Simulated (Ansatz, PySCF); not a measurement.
Gas-phase reaction in SMILES: COBOC -> [BH]OC + C[O] (the B-O bond at the site shown breaks; other sites are not compared here)
Each molecule is optimised on its own at B3LYP-D3(BJ)/def2-TZVP (Ansatz, an electronic-structure program), one conformer each, not searched for the lowest. Frequencies are from Ansatz or PySCF.
Geometry of the first species:
```xyz
12

B      0.1629     0.7393     0.2257
O      0.7528    -0.4510    -0.0634
C      2.1594    -0.6318     0.0074
O     -1.1821     0.8705     0.1461
C     -2.0056    -0.2281    -0.2401
H      0.8032     1.6932     0.5545
H      2.6654     0.2863     0.3142
H      2.5289    -0.9350    -0.9732
H      2.3807    -1.4214     0.7269
H     -1.7481    -0.5755    -1.2423
H     -1.8962    -1.0615     0.4562
H     -3.0366     0.1207    -0.2301
```
Charge 0, spin multiplicity 1.

Property: bond dissociation energy (enthalpy at 298 K, with B3LYP-D3(BJ) rigid-rotor harmonic-oscillator terms), in kcal/mol. Valence correlation only, unless marked. UHF or UKS for open shells. Spin-orbit coupling is left out. No relativistic terms. CBS(X,Y): correlation extrapolated as X^-3; Hartree-Fock from the larger set. The bracket is a focal-point correction in the basis named.

Level to compare with: RI-MP2/CBS(cc-pVTZ,cc-pVQZ)+[CCSD(T)-MP2]/cc-pVTZ (Ansatz), 138.8 kcal/mol. It is a level with limits of its own, and the differences hold the functionals' basis error too.

Task: Rank these functionals by how close they come to RI-MP2/CBS(cc-pVTZ,cc-pVQZ)+[CCSD(T)-MP2]/cc-pVTZ, closest first: BLYP/def2-TZVPD (Ansatz); revPBE/def2-TZVPD (Ansatz); BHLYP/def2-TZVPD (Ansatz); wB97X-V/def2-TZVPD (Ansatz).

Result: wB97X-V/def2-TZVPD (range-separated hybrid with VV10, 134.5 kcal/mol, difference -4.3), BHLYP/def2-TZVPD (global hybrid, 127.6 kcal/mol, difference -11.2), BLYP/def2-TZVPD (GGA, 124.4 kcal/mol, difference -14.4), revPBE/def2-TZVPD (GGA, 121.7 kcal/mol, difference -17.1)
